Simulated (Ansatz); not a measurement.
Geometry optimisation, RHF/cc-pVDZ in Ansatz.

Input:

```yaml
crystal:
  periodic: [false, false, false]
  atoms:
    - { symbol: Al, position_ang: [0.0, 0.0, 0.0] }
    - { symbol: O, position_ang: [0.0, 0.0, 2.13] }
    - { symbol: H, position_ang: [-0.9095, -0.2814, 2.4671] }
    - { symbol: O, position_ang: [1.5415, 0.0, -0.89] }
    - { symbol: Si, position_ang: [2.3874, -1.376, -1.352] }
    - { symbol: H, position_ang: [1.4599, -2.3514, -1.9176] }
    - { symbol: H, position_ang: [3.3882, -1.0195, -2.3535] }
    - { symbol: H, position_ang: [3.0504, -1.9546, -0.187] }
    - { symbol: O, position_ang: [-1.5415, 0.0, -0.89] }
    - { symbol: Si, position_ang: [-2.6907, -1.2238, -0.8267] }
    - { symbol: H, position_ang: [-2.2881, -2.2198, 0.162] }
    - { symbol: H, position_ang: [-3.9833, -0.6595, -0.4496] }
    - { symbol: H, position_ang: [-2.8007, -1.8572, -2.1376] }
    - { symbol: F, position_ang: [0.0892, 1.8864, 0.6275] }
    - { symbol: H, position_ang: [0.0593, 1.2535, 1.7062] }
basis:
  gaussian: { orbitals: cc-pVDZ }
hamiltonian:
  xc: hf
relax:
  f_tol: 0.15
  max_steps: 25
  restrain:
    - { distance: [0, 13], at: 1.69, k: 30.0 }
    - { distance: [14, 1], at: 1.01, k: 30.0 }
    - { distance: [0, 1], at: 2.98, k: 30.0 }
    - { distance: [14, 13], at: 2.12, k: 30.0 }
```

Run as:

```bash
$ ansatz run input.yaml --threads 4 --pin off --max-ram 5120MiB --backend cpu --events-out ev --progress --plain --runs-dir out
```

**Question.** Where does it end, and by what steps?

**Answer.** The forces met the threshold. The restraints hold the end off the free minimum; the threshold counts their pulls, which the force column leaves out. Restrained pairs: Al1–F14 (1.99 → 1.69 Å), O2–H15 (1.32 → 0.97 Å), Al1–O2 (2.13 → 2.96 Å), F14–H15 (1.25 → 2.12 Å). After 13 steps the energy has fallen by 2.255 eV (the restraints' own energy left out); H3 moved furthest, 0.78 Å.

| step | energy less start (eV) | largest force component (eV/Å) | accepted |
| --- | --- | --- | --- |
| 0 | 0.0000 | 3.748 | yes |
| 1 | -0.4418 | 4.490 | yes |
| 2 | -1.3843 | 3.946 | yes |
| 3 | -1.8171 | 1.717 | yes |
| 4 | -1.9819 | 2.259 | yes |
| 5 | -2.0755 | 1.615 | yes |
| 6 | -2.1808 | 1.336 | yes |
| 7 | -2.2157 | 1.177 | yes |
| 8 | -2.2259 | 1.170 | yes |
| 9 | -2.2281 | 1.244 | yes |
| 10 | -2.2494 | 1.129 | yes |
| 11 | -2.2453 | 1.168 | no |
| 12 | -2.2546 | 1.121 | yes |
| 13 | -2.2554 | 1.104 | yes |

```xyz
15
Properties=species:S:1:pos:R:3
Al -0.034 0.285 -0.334
O 0.067 0.287 2.627
H -0.773 0.215 3.055
O 1.378 -0.439 -0.899
Si 2.560 -1.467 -1.456
H 1.933 -2.675 -2.065
H 3.383 -0.769 -2.480
H 3.424 -1.897 -0.327
O -1.581 -0.359 -0.566
Si -2.896 -1.295 -0.942
H -2.881 -2.538 -0.122
H -4.145 -0.537 -0.662
H -2.860 -1.668 -2.380
F 0.066 1.842 0.305
H 0.122 1.213 2.334
```

Run time: 29 s on 4 threads of Arm Neoverse V2, with other jobs on the host, peak memory 0.46 GiB.
